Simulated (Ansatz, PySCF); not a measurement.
Molecule: chloro-difluoro-methylsilane, CH₃ClF₂Si (charge 0, singlet). 
Geometry from a B3LYP-D3(BJ)/def2-TZVP (Ansatz, a first-principles code) optimisation:
```xyz
8

C     -1.9513    -0.1167     0.1792
Si    -0.1434     0.2047     0.2177
F      0.4442    -0.0361     1.6731
F      0.1717     1.7160    -0.1536
Cl     0.8911    -0.9845    -1.0773
H     -2.1604    -1.1522     0.4503
H     -2.3498     0.0658    -0.8195
H     -2.4656     0.5386     0.8845
```

PBE beside other levels, property by property. Correlated levels leave the core frozen unless marked. UHF or UKS for open shells. No spin-orbit coupling. No relativistic terms. CBS marks a two-point X^-3 extrapolation of the correlation energy; Hartree-Fock from the larger set. The bracket is a focal-point correction in the basis named. Rows marked 298 K are enthalpies with B3LYP-D3(BJ) harmonic zero-point and thermal terms. Atomisation energies are electronic, to ground-state atoms; the column to compare with has the core term from cc-pwCVTZ added, other frozen-core levels have none. Frequencies are from Ansatz or PySCF. The coupled-cluster column (Ansatz) is a level with limits of its own: (a) RI-MP2/CBS(aug-cc-pV(T+d)Z,aug-cc-pV(Q+d)Z)+[CCSD(T)-MP2]/aug-cc-pV(T+d)Z; (b) RI-MP2/CBS(cc-pV(T+d)Z,cc-pV(Q+d)Z)+[CCSD(T)-MP2]/cc-pV(T+d)Z.

```json
[
 {"property": "atomisation energy (kcal/mol)", "PBE/def2-TZVPD (Ansatz)": "772.7", "PBE0/def2-TZVPD (Ansatz)": "761.1", "wB97X-V/def2-TZVPD (Ansatz)": "770.4", "CCSD(T)/cc-pV(T+d)Z (Ansatz)": "750.2", "coupled cluster": "776.4 (a)"},
 {"property": "Cl-Si bond dissociation enthalpy, 298 K, to C[Si](F)F + Cl atom (kcal/mol)", "PBE/def2-TZVPD (Ansatz)": "114.2", "PBE0/def2-TZVPD (Ansatz)": "115.2", "wB97X-V/def2-TZVPD (Ansatz)": "119.0", "CCSD(T)/cc-pV(T+d)Z (Ansatz)": "116.4", "coupled cluster": "120.7 (b)"},
 {"property": "C-Si bond dissociation enthalpy, 298 K, to [CH3] (CH3) + F[Si](F)Cl (kcal/mol)", "PBE/def2-TZVPD (Ansatz)": "93.2", "PBE0/def2-TZVPD (Ansatz)": "94.9", "wB97X-V/def2-TZVPD (Ansatz)": "100.7", "CCSD(T)/cc-pV(T+d)Z (Ansatz)": "98.5", "coupled cluster": "100.9 (b)"},
 {"property": "C-H bond dissociation enthalpy, 298 K, to [CH2][Si](F)(F)Cl + H atom (kcal/mol)", "PBE/def2-TZVPD (Ansatz)": "99.7", "PBE0/def2-TZVPD (Ansatz)": "99.4", "wB97X-V/def2-TZVPD (Ansatz)": "102.4", "CCSD(T)/cc-pV(T+d)Z (Ansatz)": "101.6", "coupled cluster": "103.5 (b)"}
]
```

As the rows show:
- atomisation energy: PBE lies 3.7 kcal/mol below coupled cluster.
- Cl-Si bond dissociation enthalpy, 298 K, to C[Si](F)F + Cl atom: PBE lies 6.5 kcal/mol below coupled cluster.
- C-Si bond dissociation enthalpy, 298 K, to [CH3] (CH3) + F[Si](F)Cl: PBE lies 7.7 kcal/mol below coupled cluster.
- C-H bond dissociation enthalpy, 298 K, to [CH2][Si](F)(F)Cl + H atom: PBE lies 3.8 kcal/mol below coupled cluster.
